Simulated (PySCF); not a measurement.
C4H5NS2, SMILES Cc1ncsc1S.

Geometry: r2SCAN-D4/def2-SVP. One conformer was computed; it need not be the lowest.

Computed with r2SCAN-D4/def2-SVP run with PySCF 2.14.0.

Frequencies are harmonic and unscaled.

Computed normal modes with their intensities:
```tsv
mode	ν (cm⁻¹)	IR (km/mol)	moving atoms (share of kinetic energy)
1	77	8.3	H 96 %
2	161	2.9	S 32 %, C 24 %, H 23 %, N 21 %
3	169	11.5	H 84 %, S 9 %
4	222	0.1	S 51 %, C 33 %, H 15 %
5	259	5.3	C 74 %, H 20 %
6	342	1.9	S 49 %, C 28 %, H 19 %
7	460	4.9	S 52 %, C 25 %, N 15 %, H 9 %
8	507	1.1	C 61 %, H 15 %, N 13 %, S 11 %
9	584	1.4	C 46 %, S 39 %, H 12 %
10	657	1.4	C 56 %, N 30 %, H 14 %
11	696	0.5	N 33 %, C 32 %, S 31 %
12	794	18.6	H 81 %, C 19 %
13	838	18.6	C 72 %, H 12 %, S 11 %
14	929	11.5	H 64 %, C 24 %
15	942	16.5	H 43 %, C 42 %, N 10 %
16	997	13.1	C 47 %, H 42 %, N 9 %
17	1040	4.2	H 61 %, C 38 %
18	1075	21.7	C 66 %, H 21 %, N 10 %
19	1247	3.7	H 69 %, C 29 %
20	1351	6.1	H 46 %, C 38 %, N 16 %
21	1386	15.0	H 47 %, C 46 %
22	1440	7.4	H 80 %, C 19 %
23	1449	6.8	H 95 %
24	1480	26.6	C 59 %, N 31 %, H 11 %
25	1549	55.1	C 76 %, N 14 %, H 9 %
26	2633	8.9	H 97 %
27	3042	14.2	H 97 %
28	3127	4.9	H 91 %, C 9 %
29	3172	2.3	H 90 %, C 10 %
30	3211	0.1	H 91 %, C 9 %
```
